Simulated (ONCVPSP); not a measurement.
Before and after: ONCV potential for Ge (Z = 32)

ONCVPSP 4.0.1 input, shortened (lines: element, Z, core and valence counts, functional; n l f; lmax; l rc ep ncon nbas qcut; lloc lpopt rc5 dvloc0; l nproj debl; icmod fcfact rcfact), PBE, non-relativistic:

```
  Ge 32.00    6    2        4      upf
    1    0    2.00
    2    0    2.00
    2    1    6.00
    3    0    2.00
    3    1    6.00
    3    2   10.00
    4    0    2.00
    4    1    2.00
    2
    0    1.95    0.00    3    8    4.00
    1    2.45    0.00    5    9    3.40
    2    2.35    0.21    5    8    4.00
    4    5    1.30    2.00
    0    2    2.90
    1    2    2.30
    2    2    2.20
    2    0.25    0.95
```

Change: s: rc 2.88.

Cutoffs: the cutoffs (Ha) at which the residual kinetic energy of the hardest occupied pseudo-wave falls to 1 and 0.1 mHa per electron; they do not see the model core or the augmentation charge, which bear on the density cutoff. Errors are all-electron minus pseudo energies relative to the spin-unpolarised reference configuration.

**Question.** What does the change do?

**Answer.** The potential gets softer (6.8 Ha and 15 Ha → 4.5 Ha and 15 Ha); of the 4 tests that both files solve, the error grows in 3 and shrinks in 1 by more than 15 % and 0.3 meV (median size 28.2 → 97.6 meV); neither file shows a bound ghost. A larger radius leaves more room for a smooth pseudo-wave, so fewer plane waves are needed.

| quantity | base | changed |
| --- | --- | --- |
| cutoff, loose | 6.8 Ha | 4.5 Ha |
| cutoff, tight | 15 Ha | 15 Ha |
| loose cutoff by channel | s 6.8 Ha, p 2.9 Ha | s 4.5 Ha, p 2.9 Ha |
| bound ghosts | none | none |
| GHOST(+) flags under 300 eV | s at 119.0 eV | s at 88.1 eV |
| error for 4s2 4p1, meV [ΔE 7.48 eV] | -1.4 | +2.0 |
| error for 4s2 4p0, meV [ΔE 22.93 eV] | -27 | +5.0 |
| error for 4s1 4p0, meV [ΔE 57.17 eV] | -196 | -280 |
| error for 4s0 4p4, meV [ΔE 15.40 eV] | -30 | -190 |
| p: phases at 2.48 bohr within 0.05 rad from the reference energy up to (Ha; the scan ends near 5) | to the end of the scan | to the end of the scan |
| d: phases at 2.38 bohr within 0.05 rad from the reference energy up to (Ha; the scan ends near 5) | 3.1 | 3.1 |
| rms error of d²Exc/dni dnj with the model core, mHa | 0.36 | 0.45 |

Base: The cutoffs count occupied waves only; projector 2 of the d channel, the hardest unoccupied one, needs 52 Ha at the loose tolerance. Changed file: The cutoffs count occupied waves only; projector 2 of the d channel, the hardest unoccupied one, needs 52 Ha at the loose tolerance.
